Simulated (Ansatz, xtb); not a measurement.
# Ranking isomers of CH2FSn−

3 gas-phase structures of CH2FSn−, found in a search over its isomers (lower ones may exist). Each was relaxed with GFN2-xTB:

A. a singlet given by its coordinates
B. `[H]/[Sn-]=[CH]\F`, a singlet
C. `[H]/[Sn-]=[CH]/F`, a singlet

A (Å):

```xyz
5

C     0.8651   -1.0005    0.0132
F    -2.2072   -0.7373    1.2577
Sn   -0.8364    0.0761   -0.3131
H     1.0796   -1.7746    0.7489
H     1.7600   -0.8473   -0.6012
```

Close contacts (Å): C1–Sn3 2.04, F2–Sn3 2.24, C1–H4 1.09, C1–H5 1.10.

Problem. Which do you expect lowest at r2SCAN-D4/def2-SVPD//GFN2-xTB, and how would the others follow?

Solution. Calculated order at r2SCAN-D4/def2-SVPD//GFN2-xTB: A (0.0), C (43.1), B (43.5) kcal/mol. Less than 1 kcal/mol parts C and B, so the order within that pair means little.

Energies above the lowest of each column, in kcal/mol; the last columns are at r2SCAN-D4/def2-SVPD geometries and were run for some of them only (a dash: not run or not comparable):

```
structure  GFN2-xTB  HF/STO-3G  r2SCAN-D4/def2-SVPD//GFN2-xTB  r2SCAN-D4/def2-SVPD  CCSD(T)/def2-SVPD + ΔMP2/def2-TZVPPD
        A       0.0        6.8                            0.0                  0.0                                   0.0
        C      26.7        1.3                           43.1                 45.6                                  46.1
        B      27.7        0.0                           43.5                    –                                     –
```

CCSD(T)/def2-SVPD + ΔMP2/def2-TZVPPD puts A lowest of those it was run on; HF/STO-3G picks B. Frequencies (r2SCAN-D4/def2-SVPD) were run for A, C alone. The ΔMP2 step shifts differences by up to 3.0 kcal/mol, which makes them less sure. Atoms past krypton carry core potentials in the def2 sets, without spin–orbit terms. ΔMP2 is the change of the MP2 energy from the smaller to the larger basis.

Programs: Ansatz 0.2.0, xtb 6.7.1.
